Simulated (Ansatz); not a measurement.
`[OH][Cd][F]` + CH₃OH → `C[O][Cd][OH]` + H–F  (ligand exchange at a Cd–F bond)

Computed with Ansatz on PBE0-D4/def2-TZVP structures; ΔE is electronic, products minus reactants. CBS: MP2 limit from def2 TZ/QZ plus the TZ coupled-cluster correction, frozen cores. This one scheme is used for every species. Functionals use def2-TZVPP. def2 core potentials past Kr. For Cd outer-core shells are correlated without core-valence functions, which leaves a few kJ/mol of doubt a bond. One conformer a species, not always the lowest.

`[OH][Cd][F]`:

```xyz
4

O     1.278    0.519    0.004
Cd   -0.498   -0.246    0.266
F    -2.226   -1.011    0.647
H     1.446    0.737   -0.917
```

CH₃OH:

Cartesian coordinates in Å:
```
C -0.076 -0.131 -0.322
O 0.738 0.337 0.729
H 0.588 -0.402 -1.144
H -0.772 0.635 -0.685
H -0.650 -1.023 -0.041
H 0.174 0.584 1.464
```

`C[O][Cd][OH]`:

Cartesian coordinates in Å:
```
C -0.069 0.865 -1.389
O 0.814 0.030 -0.693
Cd 0.301 -0.872 0.968
O -0.115 -1.929 2.563
H -0.387 1.742 -0.807
H -0.977 0.348 -1.733
H 0.447 1.239 -2.282
H -0.014 -1.423 3.373
```

H–F:

Z-matrix (Å, degrees):
```
F
H 1 0.920
```

```tsv
species	PBE-D4 energy (Eh)
`[OH][Cd][F]`	-343.36970
CH₃OH	-115.63347
`C[O][Cd][OH]`	-358.59600
H–F	-100.39347
```

Problem. Work out ΔE.

Solution. ΔE = (-358.59600) + (-100.39347) − (-343.36970) − (-115.63347) = 0.01370 Eh = +0.37 eV. CCSD(T)/CBS gives +0.37 eV.

Largest T1 diagnostic among the species: 0.017.

From BLYP to BHLYP (50 % exact exchange), in def2-TZVPP and without D4, ΔE moves by +0.04 eV. Leaving LDA and LC-ωPBE aside and taking each functional with its dispersion term where it has one, the values, not all of them listed here, spread over 0.10 eV, from revPBE-D4 to B97M-V. LDA lies −0.10 eV from PBE without D4. In def2-TZVPP, CCSD(T) changes the Hartree–Fock value by −0.26 eV (the triples alone add −0.04 eV) and MP2 by −0.33 eV.
